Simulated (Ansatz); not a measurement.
Cost and result for the atomization energy of CH$_{2}$AlBClF (7 atoms, 7 bonds).

```xyz
7

F     1.114   -1.900    0.146
C     0.590   -0.752    0.519
Cl   -0.486   -0.684   -2.677
B     0.362    0.194    1.455
Al   -0.438    0.300   -0.833
H     0.009    1.155    2.028
H    -1.151    1.686   -0.639
```

Total charge 0; spin multiplicity 1. The bonds changed during the relaxation, so this is another structure than the one it started from. Geometry: relaxed with PBE0-D4/def2-TZVP. Program: Ansatz. All runs use 2 threads of an Arm Neoverse V1 on a shared host. Times are those of one run each, without the atoms' runs, and a repeat can differ threefold. Electronic energies, without spin–orbit coupling; frozen cores. CCSD(T)/CBS adds CCSD(T) − MP2 in def2-TZVPP to the MP2 limit, and its time is that of the two runs behind it. T1 = 0.015. B3LYP takes the VWN-RPA correlation (the form of Gaussian; ORCA's B3LYP/G). HSE06 is the plane-wave form, built on full-range PBE exchange.

CCSD(T)/CBS is a level of theory with its own doubt, some kJ/mol a heavy atom from the limit and from the frozen cores, so smaller differences don't rank the functionals.

```csv
level,functions,wall time,atomization (kcal/mol),difference from CCSD(T)/CBS,per bond
CCSD(T)/def2-SVP,88,3.7 s,535.3,-32.1,-4.6
PBE0-D4/def2-TZVPP,205,4.4 s,573.4,6.0,0.9
BHLYP-D4/def2-TZVPP,205,4.4 s,546.0,-21.4,-3.1
HSE06-D4/def2-TZVPP,205,4.7 s,574.1,6.7,0.9
CAM-B3LYP-D4/def2-TZVPP,205,5 s,569.6,2.2,0.3
B3LYP-D4/def2-TZVPP (with forces),205,6.5 s,566.9,-0.5,-0.1
r2SCANh-D4/def2-TZVPP,205,8 s,572.9,5.5,0.8
PBE-QIDH/def2-TZVPP,205,8 s,568.3,0.9,0.1
B97M-V/def2-TZVPP,205,12 s,579.8,12.4,1.8
ωB97M-V/def2-TZVPP (with forces),205,18 s,573.8,6.4,0.9
MP2/def2-QZVPP,371,23 s,582.5,15.1,2.2
CCSD(T)/def2-TZVPP,205,97 s,550.4,-17.0,-2.4
CCSD(T)/CBS(def2),–,120 s,567.4,0.0,0.0
```

At CCSD(T), def2-SVP lies −32.1 kcal/mol from the extrapolated value and def2-TZVPP −17.0 kcal/mol: correlation converges slowly with the basis, and small sets miss more of it in the bonded molecule than in its fragments. In def2-TZVPP, CCSD(T) changes the Hartree–Fock value by +139.5 kcal/mol (the triples alone add +12.8 kcal/mol) and MP2 by +161.5 kcal/mol; breaking electron pairs costs correlation energy, which Hartree–Fock lacks. Leaving LDA and LC-ωPBE aside and taking each functional with its dispersion term where it has one, the values, not all of them listed here, spread over 42.7 kcal/mol, from BHLYP-D4 to PBE-D4. LDA lies +80.4 kcal/mol from PBE without D4, its usual overbinding.
